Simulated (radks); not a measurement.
Question: These are the eigenvalues of the occupied orbitals of an atom or ion with whole-number occupations (hartree). Calculated with a radial shooting solver on a logarithmic mesh with Libxc functionals: non-relativistic Kohn-Sham, exchange-only PBE, spin-polarised, spherical densities, point nucleus.

| orbital | eigenvalue |
|---|---|
| 1s down | -215.5337 |
| 1s up | -215.5329 |
| 2s up | -25.12134 |
| 2s down | -25.05484 |
| 2p up | -21.50169 |
| 2p down | -21.45169 |
| 3p up | -2.55921 |
| 3p down | -2.37864 |
| 3d up | -0.95194 |
| 3d down | -0.79013 |

Which element is it, and in what charge state? The configuration may be excited. Open shells, if any, are filled with parallel spins first.

Answer: Z = 24, chromium, charge +2: Cr2+ in [Ne] 3p6 3d6. The list shows which subshells hold electrons but not how many an open one holds; the 1s level, -215.53 hartree, gives Z - s = 20.8 by -(Z - s)^2/2, which with screening narrows Z to a few neighbours, and the depths of the outer levels then fix element, charge and occupations together.
